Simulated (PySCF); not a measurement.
C4H5IO2, SMILES C=C(I)C(=O)OC.

The structure is a stationary point at B3LYP-D3(BJ)/def2-SVP. The def2 effective core potentials stand for the cores of I; spin–orbit coupling is left out. One conformer was computed; it need not be the lowest.

Computed with B3LYP-D3(BJ)/def2-SVP (PySCF).

Frequencies are harmonic and unscaled.

Task: Estimate the vibrational spectrum. (Estimate from the structure and the level; the computed values follow.)

Result: 
| mode | ν (cm⁻¹) | IR (km/mol) | moving atoms (share of kinetic energy) |
|---|---|---|---|
| 1 | 51 | 3.1 | O 56 %, C 29 %, H 13 % |
| 2 | 125 | 1.6 | H 84 %, C 10 % |
| 3 | 131 | 0.5 | C 45 %, I 25 %, O 18 %, H 12 % |
| 4 | 153 | 3.4 | O 40 %, H 32 %, C 28 % |
| 5 | 282 | 4.4 | O 38 %, C 37 %, H 16 %, I 10 % |
| 6 | 314 | 0.2 | C 56 %, H 23 %, I 16 % |
| 7 | 375 | 0.2 | C 76 %, O 14 %, H 9 % |
| 8 | 380 | 14.9 | O 61 %, C 26 %, H 12 % |
| 9 | 513 | 7.9 | C 75 %, O 13 %, H 11 % |
| 10 | 660 | 9.7 | H 77 %, C 17 % |
| 11 | 712 | 32.3 | C 45 %, O 30 %, H 24 % |
| 12 | 814 | 17.2 | C 68 %, H 24 %, O 8 % |
| 13 | 888 | 7.1 | O 50 %, H 28 %, C 21 % |
| 14 | 974 | 24.0 | H 72 %, C 28 % |
| 15 | 1047 | 8.0 | C 54 %, O 33 %, H 13 % |
| 16 | 1123 | 96.7 | C 52 %, H 37 %, O 11 % |
| 17 | 1172 | 0.8 | H 76 %, C 19 % |
| 18 | 1209 | 3.6 | H 59 %, C 25 %, O 15 % |
| 19 | 1306 | 446.0 | C 65 %, O 23 %, H 12 % |
| 20 | 1385 | 77.6 | H 83 %, C 17 % |
| 21 | 1457 | 8.7 | H 97 % |
| 22 | 1460 | 33.6 | H 85 %, C 10 % |
| 23 | 1475 | 5.0 | H 90 %, C 8 % |
| 24 | 1670 | 48.1 | C 91 %, H 9 % |
| 25 | 1818 | 157.3 | C 64 %, O 35 % |
| 26 | 3046 | 28.4 | H 98 % |
| 27 | 3133 | 14.1 | H 90 %, C 10 % |
| 28 | 3149 | 1.0 | H 95 % |
| 29 | 3176 | 8.9 | H 90 %, C 10 % |
| 30 | 3262 | 1.3 | H 89 %, C 11 % |
